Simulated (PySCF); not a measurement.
## Telling isomers of C5H9FO2 apart by NMR

- σ from GIAO-PBE0/pcSseg-1
- geometry from GFN2-xTB
- run in PySCF
- no relativistic terms, gas phase, equivalent nuclei averaged, one conformer

Referencing at the same level of theory: 1H (σref 31.72) and 13C (σref 186.93) vs TMS. Splittings of carbon signals by F and P are missing where no couplings were computed. Where no couplings were computed, multiplicities follow the n + 1 count of equivalent neighbours, and m marks all less simple cases (inequivalent or close neighbours, rings, F or P nearby). Shifts are as computed. Against solution values, carbons near 30 ppm lie about +3 ppm off and those near 130 ppm about +5 ppm. Of 1313 compounds with measured shifts, 239 miss one by over three times the rms of a fit or turn the order of signals round; such compounds aren't used in these exercises.

(1) Tabulate the signals of `C[C@@H]1CCO[C@H](F)O1`, `CC1(F)COCOC1` and their relative energies.

(2) What is the quickest way to tell C[C@@H]1CCO[C@H](F)O1 from CC1(F)COCOC1?

Answers

(1) 
```tsv
SMILES	carbon types	δC	δH	E rel. (kcal/mol)
C[C@@H]1CCO[C@H](F)O1	2×CH 2×CH2 1×CH3	118.4, 70.3, 57.1, 31.3, 23.8	6.16 (m, 1H), 4.60 (m, 1H), 4.25 (m, 1H), 3.84 (m, 1H), 2.46 (m, 1H), 1.56 (d, 3H), 1.06 (m, 1H)	0.0
CC1(F)COCOC1	1×C 3×CH2 1×CH3	96.4, 89.4, 76.7, 22.2	5.33 (m, 1H), 4.69 (m, 1H), 4.35 (m, 2H), 3.49 (m, 2H), 0.99 (m, 3H)	11.9
```

Energies are electronic energies at PBE0/pcSseg-1 on these geometries, without zero-point or thermal terms, each for the one conformer computed, which needn't be the lowest.

(2) Count the carbon signals: 5 against 4. The first has an sp3 carbon bearing two oxygens (CH) at 118.4 ppm, the second a fully substituted sp3 carbon bonded to F (C) at 89.4 ppm. Their most deshielded carbons lie at 118.4 and 96.4 ppm. In the proton spectra the most deshielded non-exchanging signals are 6.16 (m, 1H) and 5.33 (m, 1H).
